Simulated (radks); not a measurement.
Sb2+, 49 electrons, occupied as [Kr] 4d10 5p3 (not the ground configuration).

Calculated with a radial shooting solver on a logarithmic mesh with Libxc functionals: Dirac Kohn-Sham, PBEsol, spin-unpolarised, spherical densities, finite nucleus; open shells are shared between the two j in proportion to 2j + 1; Fermi nuclear charge, rms radius 4.6802 fm.

Energy parts (Ry):
total: -12957.79405
kinetic: 13671.52488
electron-nucleus: -31395.35050
Hartree: 5100.23225
exchange-correlation: -334.20069

Orbitals (lengths in bohr, moments of r in powers of bohr; <r^-3> diverges for s and p1/2):
| orbital | occ. | eigenvalue (Ry) | <1/r> | <r^4> | <r^2> | <r^-3> |
|---|---|---|---|---|---|---|
| 1s1/2 | 2 | -2226.202 | 54.30 | 3.129e-06 | 0.001095 | - |
| 2s1/2 | 2 | -340.0155 | 12.62 | 0.0005394 | 0.01768 | - |
| 2p1/2 | 2 | -318.2569 | 12.60 | 0.0003465 | 0.01312 | - |
| 2p3/2 | 4 | -299.7633 | 11.70 | 0.0004100 | 0.01442 | 4594 |
| 3s1/2 | 2 | -67.91279 | 4.473 | 0.02384 | 0.1250 | - |
| 3p1/2 | 2 | -59.01459 | 4.384 | 0.02299 | 0.1198 | - |
| 3p3/2 | 4 | -55.60237 | 4.162 | 0.02621 | 0.1282 | 864.6 |
| 3d3/2 | 4 | -39.87091 | 4.012 | 0.02201 | 0.1093 | 136.8 |
| 3d5/2 | 6 | -39.16149 | 3.954 | 0.02294 | 0.1117 | 127.3 |
| 4s1/2 | 2 | -12.48192 | 1.772 | 0.7412 | 0.7069 | - |
| 4p1/2 | 2 | -9.46970 | 1.658 | 0.9588 | 0.7895 | - |
| 4p3/2 | 4 | -8.83533 | 1.586 | 1.101 | 0.8456 | 160.8 |
| 4d3/2 | 4 | -4.06223 | 1.315 | 2.565 | 1.208 | 18.33 |
| 4d5/2 | 6 | -3.96939 | 1.296 | 2.698 | 1.238 | 16.88 |
| 5p1/2 | 1 | -1.62639 | 0.5381 | 62.69 | 6.430 | - |
| 5p3/2 | 2 | -1.55742 | 0.5186 | 71.00 | 6.855 | 17.52 |

The highest occupied level is 5p3/2 at -21.190 eV. Summed over all electrons, <r^2> = 41.00 bohr^2, which gives a Langevin (diamagnetic) susceptibility term of -32.5 x 10^-6 cm^3/mol. The density falls to 0.001 e/bohr^3 at r = 4.10 bohr. The electron density at the nucleus is 2.085e+05 e/bohr^3.
